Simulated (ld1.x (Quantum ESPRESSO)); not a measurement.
**Configuration tests for K (TM)**

```
Element                 : potassium
Generator               : ld1.x (Quantum ESPRESSO) 7.5
Type                    : norm-conserving Troullier–Martins (Kleinman–Bylander form)
Functional              : PBE
Relativity              : scalar-relativistic
Frozen core             : [Ne]
Valence charge          : 9
Reference configuration : 3s2 3p6 3d0 4s0 4p1
Partial waves           : 3s (bound): rc 1.90 bohr; 3p (bound): rc 1.80 bohr; 3d (bound, empty): rc 4.20 bohr
Local potential         : all-electron potential smoothed inside 1.45 bohr (lloc = -2)
Core correction         : none
```

Occupied shells without a wave of their own: 4p. They enter only through the test configuration that unscreens the potential.

Energies are relative to the spin-unpolarised reference configuration 3s2 3p6 3d0 4s0 4p1; without spin polarisation the order of configurations can differ from experiment. The frozen-core shift is the all-electron ΔE with the core orbitals held at their reference shape minus the fully relaxed ΔE.

Q: Give the all-electron excitation energy and the error of the potential for: 3s2 3p6 3d0 4s1 4p0; 3s2 3p6 3d0 4s0 4p0; 3s2 3p6 3d0 4s0.5 4p0; 3s2 3p5 3d0 4s1 4p0; 3s2 3p6 3d1 4s0 4p0; 3s1 3p6 3d0 4s1 4p0; 3s2 3p6 3d0.5 4s0.5 4p0.

A:

| valence configuration | charge | ΔE all-electron (eV) | error AE − PS (meV) | frozen-core shift (meV) |
| --- | --- | --- | --- | --- |
| 3s2 3p6 3d0 4s1 4p0 | 0 | -1.553 | +29 | 0.0 |
| 3s2 3p6 3d0 4s0 4p0 | +1 | 2.761 | -2.9 | 0.0 |
| 3s2 3p6 3d0 4s0.5 4p0 | +0.5 | 0.089 | +19 | 0.0 |
| 3s2 3p5 3d0 4s1 4p0 | +1 | 23.377 | +123 | +3.1 |
| 3s2 3p6 3d1 4s0 4p0 | 0 | 0.904 | +2.8 | +0.3 |
| 3s1 3p6 3d0 4s1 4p0 | +1 | 40.441 | +69 | +3.1 |
| 3s2 3p6 3d0.5 4s0.5 4p0 | 0 | -0.335 | +18 | +0.1 |

Levels in the configuration 3s2 3p6 3d0 4s1 4p0:

```tsv
level	all-electron (eV)	pseudo (eV)
3s	-35.343	-35.289
3p	-18.813	-18.762
4s	-2.319	-2.331
```
